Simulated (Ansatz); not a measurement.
Z-matrix (Å, degrees):
```
C
O 1 1.420
H 1 1.094 2 111.7
H 1 1.090 2 106.9 3 118.6
H 1 1.094 2 111.8 3 -122.6
Ge 2 1.748 1 121.9 3 60.4
C 6 2.006 2 105.6 1 -168.7
C 6 2.016 2 111.1 1 -48.8
C 6 2.016 2 111.3 1 71.7
F 7 1.337 6 111.2 2 72.5
F 7 1.333 6 111.6 2 -48.0
F 7 1.339 6 110.5 2 -167.9
F 8 1.341 6 111.0 2 77.0
F 8 1.336 6 111.6 2 -162.9
F 8 1.337 6 111.1 2 -42.5
F 9 1.336 6 111.5 2 71.9
F 9 1.337 6 111.4 2 -167.7
F 9 1.341 6 110.9 2 -47.9
```

The species carries charge 0 and has multiplicity 1.

List the B3LYP/def2-TZVPP orbital energies in eV (the Gaussian-basis code of Ansatz). (Estimate.)

Computed: Occupied: -10852.26, -1356.59, -1207.49, -1207.49, -1207.48, -673.32, -673.31, -673.30, -673.29, -673.27, -673.27, -673.23, -673.23, -673.22, -521.56, -284.18, -284.16, -284.14, -278.75, -171.20, -121.45, -121.44, -121.44, -36.66, -36.63, -36.60, -35.17, -35.01, -35.00, -34.98, -34.97, -34.25, -34.24, -34.21, -34.21, -34.18, -34.17, -28.25, -20.55, -19.88, -19.85, -19.33, -17.86, -17.02, -16.98, -16.98, -16.93, -16.89, -16.88, -16.33, -16.31, -14.39, -13.73, -13.71, -13.66, -13.64, -13.58, -13.58, -13.07, -12.95, -12.79, -12.73, -12.70, -12.54, -12.51, -12.50, -12.08, -12.04, -11.99, -11.98, -9.97, -9.83, -9.24, -8.62. Lowest empty: -0.78, -0.02, 0.06, 0.19, 1.14, 2.03, 2.17, 2.54.

B3LYP here is the variant with VWN-RPA as its local correlation; programs differ in this.
